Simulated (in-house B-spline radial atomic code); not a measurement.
Configurations of Nd6+, with energies counted from [Kr] 4d10 4f2 5s2 5p4. Computed with a radial B-spline atomic code at the basis-set limit: scalar-relativistic (X2C) HSE06, spin-polarised, spherical fractional occupations, exact exchange averaged over the configuration, Fermi nucleus of rms radius 4.9123 fm. Shells without spins written out take the highest spin.

Occupations are held fixed; configurations that lie above the ionisation limit could autoionise.

```csv
configuration,E - E(ref) (eV),highest orbital,its <r> (bohr)
[Kr] 4d10 4f1 5s2 5p4 5d1,22.681,5d up,1.788
[Kr] 4d10 4f2 5s2 5p3 6p1,46.788,6p up,2.914
[Kr] 4d9 4f2 5s2 5p4 6p1,162.36,6p up,2.88
```

Q: Order these further configurations by energy, lowest first.
A. [Kr] 4d9 4f2 5s2 5p4 6d1
B. [Kr] 4d9 4f2 5s2 5p4 6s1
C. [Kr] 4d9 4f2 5s2 5p5
D. [Kr] 4d10 4f1 5s2 5p4 6d1

A: D (55.303 eV), C (112.82 eV), B (154.53 eV), A (173.35 eV).
